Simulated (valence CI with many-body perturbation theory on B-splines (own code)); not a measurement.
## Ag24+: M1 decay

Method: relativistic CI+MBPT: five valence electrons over a frozen Dirac-Fock core [Ar], radial functions for each j: 7 s, 7 p, 8 d, 6 f, 4 g, 1 h, with the one-electron correlation potential Σ1, the two-electron term Σ2, the three-electron term Σ3, Breit, model QED; selected CI, second order for the rest, scaled by the run's own slope (own B-spline code, finite nucleus).

No measured spectrum was set against this ion. As an estimate, terms of the open shell hold to 2 to 4 % of their energy, and close levels can change places. Only levels of the ground parity were solved; by the run's estimate the other parity begins above the list, which can be wrong where configurations are misplaced.

Lines 51 to 100 of 120 in falling wavelength, among levels below 466420 cm⁻¹, chosen from the decays that carry over 1 % of a level's rate. Wavelengths and rates use the calculated energies, so an error of 4000 cm⁻¹ moves a line at 1554 Å by 6.2 % and its rate by three times that or more. S is in atomic units (e²a₀⁴ for E2 and M2, e²a₀⁶ for E3), for M1 in squared Bohr magnetons. Weak lines are less certain than strong ones. Lines between different terms over intervals too small for the method are left out, as are lines whose strength nearly cancels.

Names give the largest LS component (configuration and term), which can be under half, so a name can repeat, a term be missing and a line seem to break the LS rules; names also repeat where a configuration has a term twice. Letters in brackets count levels of one name in rising energy.

```csv
λ vac (Å),Upper,Lower,Type,A (s⁻¹),S (a.u.)
1554,3d⁵ ²D_3/2 [a],3d⁵ ⁴D_3/2,M1,8.66e+02,4.82e-01
1518,3d⁵ ²F_5/2 [b],3d⁵ ⁴D_3/2,M1,1.93e+02,1.50e-01
1489,3d⁵ ⁴D_7/2,3d⁵ ⁴G_5/2 [a],M1,2.18e+01,2.13e-02
1470,3d⁵ ²F_7/2 [a],3d⁵ ⁴G_7/2,M1,7.85e+01,7.40e-02
1461,3d⁵ ²D_3/2 [a],3d⁵ ⁴D_1/2,M1,6.00e+02,2.77e-01
1435,3d⁵ ⁴F_5/2,3d⁵ ⁴D_7/2,M1,3.30e+02,2.17e-01
1422,3d⁵ ²H_9/2,3d⁵ ⁴D_7/2,M1,3.23e+02,3.44e-01
1389,3d⁵ ²I_13/2,3d⁵ ⁴G_11/2,M1,2.71e+02,3.77e-01
1373,3d⁵ ²G_9/2 [a],3d⁵ ⁴G_11/2,M1,7.99e+02,7.66e-01
1371,3d⁵ ⁴F_3/2,3d⁵ ⁴P_3/2,M1,3.67e+03,1.40e+00
1355,3d⁵ ⁴F_7/2,3d⁵ ²G_9/2 [a],M1,2.07e+03,1.53e+00
1341,3d⁵ ²H_11/2,3d⁵ ²G_9/2 [a],M1,9.21e+02,9.89e-01
1329,3d⁵ ⁴D_5/2,3d⁵ ⁴G_5/2 [a],M1,9.96e+02,5.20e-01
1326,3d⁵ ²H_11/2,3d⁵ ²I_13/2,M1,1.45e+03,1.50e+00
1301,3d⁵ ²G_9/2 [a],3d⁵ ⁴G_7/2,M1,8.10e+02,6.61e-01
1294,3d⁵ ²S_1/2,3d⁵ ⁴F_3/2,M1,2.20e+02,3.53e-02
1287,3d⁵ ²F_5/2 [a],3d⁵ ⁴G_5/2 [b],M1,7.16e+03,3.40e+00
1257,3d⁵ ²G_7/2 [a],3d⁵ ⁴D_7/2,M1,2.11e+02,1.24e-01
1211,3d⁵ ²D_3/2 [a],3d⁵ ⁴D_5/2,M1,1.33e+03,3.49e-01
1210,3d⁵ ⁴F_7/2,3d⁵ ²F_7/2 [a],M1,1.26e+03,6.62e-01
1207,3d⁵ ²F_5/2 [a],3d⁵ ⁴P_3/2,M1,4.88e+02,1.91e-01
1189,3d⁵ ²F_5/2 [b],3d⁵ ⁴D_5/2,M1,7.16e+02,2.68e-01
1165,3d⁵ ⁴G_5/2 [a],3d⁵ ⁶S_5/2,M1,3.44e+03,1.21e+00
1152,3d⁵ ²F_5/2 [a],3d⁵ ⁴G_7/2,M1,1.04e+03,3.52e-01
1152,3d⁵ ²F_7/2 [b],3d⁵ ⁴D_5/2,M1,1.04e+03,4.73e-01
1125,3d⁵ ²S_1/2,3d⁵ ⁴D_3/2,M1,9.96e+02,1.05e-01
1094,3d⁵ ²H_11/2,3d⁵ ²I_11/2,M1,5.66e+03,3.30e+00
1085,3d⁵ ²F_5/2 [b],3d⁵ ⁴D_7/2,M1,1.78e+03,5.06e-01
1075,3d⁵ ²S_1/2,3d⁵ ⁴D_1/2,M1,1.20e+02,1.10e-02
1070,3d⁵ ⁴D_3/2,3d⁵ ⁴G_5/2 [a],M1,2.60e+02,4.72e-02
1054,3d⁵ ²F_7/2 [b],3d⁵ ⁴D_7/2,M1,3.20e+03,1.11e+00
1041,3d⁵ ²G_9/2 [b],3d⁵ ²I_11/2,M1,1.01e+03,4.21e-01
1039,3d⁵ ²F_7/2 [a],3d⁵ ⁴G_5/2 [a],M1,1.69e+02,5.63e-02
1019,3d⁵ ²H_9/2,3d⁵ ⁴G_9/2,M1,3.70e+03,1.45e+00
1005,3d⁵ ⁴F_5/2,3d⁵ ⁴G_5/2 [b],M1,1.71e+03,3.86e-01
951.3,3d⁵ ⁴F_3/2,3d⁵ ⁴G_5/2 [a],M1,2.93e+03,3.74e-01
950.2,3d⁵ ²H_9/2,3d⁵ ⁴G_11/2,M1,1.48e+03,4.70e-01
931.8,3d⁵ ²G_7/2 [a],3d⁵ ⁴G_9/2,M1,1.18e+03,2.82e-01
920.9,3d⁵ ⁴F_5/2,3d⁵ ⁴G_7/2,M1,1.45e+03,2.53e-01
915.2,3d⁵ ²H_9/2,3d⁵ ⁴G_7/2,M1,1.43e+03,4.07e-01
914.2,3d⁵ ²G_7/2 [a],3d⁵ ⁴G_5/2 [b],M1,5.92e+01,1.34e-02
913.7,3d⁵ ²D_3/2 [a],3d⁵ ⁴P_1/2,M1,1.09e+02,1.23e-02
895.1,3d⁵ ⁴F_7/2,3d⁵ ⁴D_7/2,M1,5.55e+02,1.18e-01
876.3,3d⁵ ⁴G_7/2,3d⁵ ⁶S_5/2,M1,2.19e+02,4.36e-02
869.4,3d⁵ ²F_5/2 [a],3d⁵ ⁴G_5/2 [a],M1,5.86e+02,8.56e-02
853.7,3d⁵ ²G_9/2 [b],3d⁵ ⁴D_7/2,M1,1.62e+03,3.74e-01
847.0,3d⁵ ⁴P_3/2,3d⁵ ⁶S_5/2,M1,5.91e+03,5.33e-01
830.1,3d⁵ ²D_3/2 [a],3d⁵ ⁴G_5/2 [b],M1,6.23e+01,5.29e-03
819.7,3d⁵ ²F_5/2 [b],3d⁵ ⁴G_5/2 [b],M1,1.60e+03,1.96e-01
815.4,3d⁵ ²F_7/2 [b],3d⁵ ⁴G_9/2,M1,3.11e+03,5.00e-01
```
